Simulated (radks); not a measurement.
Problem. Ionisation ladder of praseodymium, from Pr XXIII to Pr XLIV. Each ion is in the ground configuration listed by NIST, and IE = E(next ion) - E(this ion). All-electron calculation, Dirac Kohn-Sham, relativistic LDA (MacDonald-Vosko exchange, VWN5 correlation), spin-unpolarised, spherical densities, finite nucleus; open shells fill j = l - 1/2 first; Fermi nuclear charge, rms radius 4.8919 fm. Program: a radial shooting solver on a logarithmic mesh with Libxc functionals.

| species | configuration | IE, Delta-SCF (eV) | -e(HOMO) (eV) | HOMO |
|---|---|---|---|---|
| Pr XXIII | [Kr] 4d1 | 665.08 | 646.37 | 4d3/2 |
| Pr XXIV | [Kr] | 804.16 | 785.09 | 4p3/2 |
| Pr XXV | [Ar] 3d10 4s2 4p5 | ? | 823.30 | 4p3/2 |
| Pr XXVI | [Ar] 3d10 4s2 4p4 | 881.33 | 861.89 | 4p3/2 |
| Pr XXVII | [Ar] 3d10 4s2 4p3 | 920.42 | 900.83 | 4p3/2 |
| Pr XXVIII | [Ar] 3d10 4s2 4p2 | 989.45 | 969.11 | 4p1/2 |
| Pr XXIX | [Ar] 3d10 4s2 4p1 | 1030.2 | 1009.8 | 4p1/2 |
| Pr XXX | [Ar] 3d10 4s2 | 1132.0 | 1111.7 | 4s1/2 |
| Pr XXXI | [Ar] 3d10 4s1 | 1171.9 | 1152.2 | 4s1/2 |
| Pr XXXII | [Ar] 3d10 | 2018.2 | 1972.0 | 3d5/2 |
| Pr XXXIII | [Ar] 3d9 | 2111.5 | 2064.6 | 3d5/2 |
| Pr XXXIV | [Ar] 3d8 | ? | 2158.6 | 3d5/2 |
| Pr XXXV | [Ar] 3d7 | 2302.6 | 2254.2 | 3d5/2 |
| Pr XXXVI | [Ar] 3d6 | ? | 2351.3 | 3d5/2 |
| Pr XXXVII | [Ar] 3d5 | 2499.7 | 2449.9 | 3d5/2 |
| Pr XXXVIII | [Ar] 3d4 | 2626.7 | 2575.5 | 3d3/2 |
| Pr XXXIX | [Ar] 3d3 | 2730.2 | 2678.2 | 3d3/2 |
| Pr XL | [Ar] 3d2 | 2835.1 | 2782.4 | 3d3/2 |
| Pr XLI | [Ar] 3d1 | ? | 2888.0 | 3d3/2 |
| Pr XLII | [Ar] | 3228.7 | 3182.0 | 3p3/2 |
| Pr XLIII | [Ne] 3s2 3p5 | 3322.5 | 3275.5 | 3p3/2 |
| Pr XLIV | [Ne] 3s2 3p4 | 3416.8 | 3369.5 | 3p3/2 |

Estimate the withheld Delta-SCF values.

Solution. Pr XXV: 842.56 eV (NIST 840); Pr XXXIV: 2206.3 eV (NIST 2202); Pr XXXVI: 2400.5 eV (NIST 2400); Pr XLI: 2941.3 eV (NIST 2941).

Beside tabulated values, note that spin-unpolarised runs miss the spin-polarisation part of the exchange energy of open shells.
